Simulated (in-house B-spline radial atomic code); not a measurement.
Atomic self-consistent-field run: Mn IV (Mn3+). Computed with a radial B-spline atomic code at the basis-set limit: non-relativistic Hartree-Fock, average of configuration, point nucleus, inside a hard spherical wall at 3.47 bohr.

Command:
```bash
python run_scf.py task.json out
```
Settings:
```
Z                25
configuration    [Ne] 3s2 3p5 3d5
hamiltonian      nr
method           hf
spin_polarised   False
wall_radius      3.47
```

Output (hartree, bohr):
```
 radial grid: 40 intervals, B-splines of order 8, outer radius 3.47 bohr

 iter        energy (Eh)    residual
    1      -1134.5810144    5.23e-01
    2      -1142.5813434    3.56e-01
    3      -1145.5457621    8.81e-02
    4      -1145.7971853    1.98e-02
    5      -1145.8077698    1.30e-02
    6      -1145.8124765    1.80e-03
    7      -1145.8125347    1.83e-04
    8      -1145.8125351    3.35e-05
    9      -1145.8125351    6.35e-07
   10      -1145.8125351    1.60e-08

 total energy                    -1145.812535
 kinetic                           1145.99456
 electron-nucleus                 -2695.54914
 electron-electron                  403.74204

 orbital      occ     eigenvalue          <r>       <r^2>       <1/r>       <r^4>       r_max
 1s         2.000     -242.09928    0.0615208  0.00507596     24.5257 6.59844e-05     0.04055
 2s         2.000      -30.58433     0.280506   0.0927931     5.25886   0.0149999      0.2343
 2p         6.000      -26.29480     0.247713   0.0753495     5.17514   0.0115762      0.1895
 3s         2.000       -5.12753     0.851266    0.832545     1.64143      1.1031      0.7399
 3p         5.000       -3.86072     0.891214    0.928718     1.52842     1.45555      0.7526
 3d         5.000       -1.87516      1.01199     1.25374     1.25541     3.08412      0.7435
```

Time taken, with all properties: 0.12 s on 1 thread of Arm Neoverse N1 (shared host).
